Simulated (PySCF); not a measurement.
Input file for PySCF: R-HF/STO-3G on H2O (SMILES O).

```python
from pyscf import gto, scf, dft, mp
from pyscf.data.elements import chemcore

mol = gto.M(
    atom='''
    O     0.03629895    0.48707082    0.46075964
    H    -0.30128015    0.52749047    1.38019827
    H    -0.52079858   -0.15249446    0.00807339
    ''',
    basis='sto-3g',
    charge=0, spin=0, verbose=3, max_memory=1800)
mf = scf.RHF(mol)
mf.conv_tol = 1e-8
mf.max_cycle = 100
mf.kernel()
if not mf.converged:
    mf = mf.newton().run(mf.mo_coeff, mf.mo_occ)
```

Program output:

```
converged SCF energy = -74.9637436310801
```

The run converged.

Cost: roughly 0.08 core-seconds.
